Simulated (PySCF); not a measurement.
H6N2O2Ti, SMILES [NH2][Ti]([NH2])([OH])[OH], multiplicity 1.

Coordinates come from a B3LYP-D3(BJ)/def2-SVP optimisation. The spin state was assumed, not searched. The structure was generated by enumeration; whether it is a known compound was not checked. Other conformers were not sampled.

All values below come from TDA-B3LYP/def2-SVPD run with PySCF.

Vertical excitations. Gas-phase values at a fixed geometry.

Computed lowest excited states:
```
state  energy (eV)  λ (nm)      f                                                                main pairs
-----  -----------  ------  -----  ------------------------------------------------------------------------
S1            4.17     297  0.003                                                            HOMO→LUMO 93 %
S2            4.46     278  0.005                                        HOMO−1→LUMO 54 %, HOMO→LUMO+1 42 %
S3            4.81     258  0.052                                        HOMO→LUMO+1 49 %, HOMO−1→LUMO 38 %
S4            5.08     244  0.012                                      HOMO−1→LUMO+1 64 %, HOMO→LUMO+3 23 %
S5            5.37     231  0.008                       HOMO→LUMO+3 56 %, HOMO→LUMO+5 15 %, HOMO→LUMO+4 9 %
S6            5.50     225  0.027                       HOMO→LUMO+2 47 %, HOMO→LUMO+4 21 %, HOMO→LUMO+3 7 %
S7            5.60     221  0.012  HOMO→LUMO+2 33 %, HOMO→LUMO+4 30 %, HOMO→LUMO+5 21 %, HOMO−1→LUMO+3 11 %
S8            5.68     218  0.012  HOMO→LUMO+5 40 %, HOMO−1→LUMO+4 19 %, HOMO→LUMO+4 12 %, HOMO→LUMO+2 11 %
S9            5.76     215  0.020                                    HOMO−1→LUMO+3 60 %, HOMO−1→LUMO+5 21 %
S10           5.96     208  0.010                                                        HOMO−1→LUMO+2 62 %
T1            3.88     319      0                                                            HOMO→LUMO 87 %
T2            4.03     308      0                                        HOMO→LUMO+1 79 %, HOMO−1→LUMO 12 %
T3            4.30     289      0                     HOMO−1→LUMO 56 %, HOMO−1→LUMO+1 25 %, HOMO→LUMO+1 9 %
T4            4.42     280      0                                      HOMO−1→LUMO+1 59 %, HOMO−1→LUMO 26 %
```
Triplets are in the Tamm–Dancoff approximation.
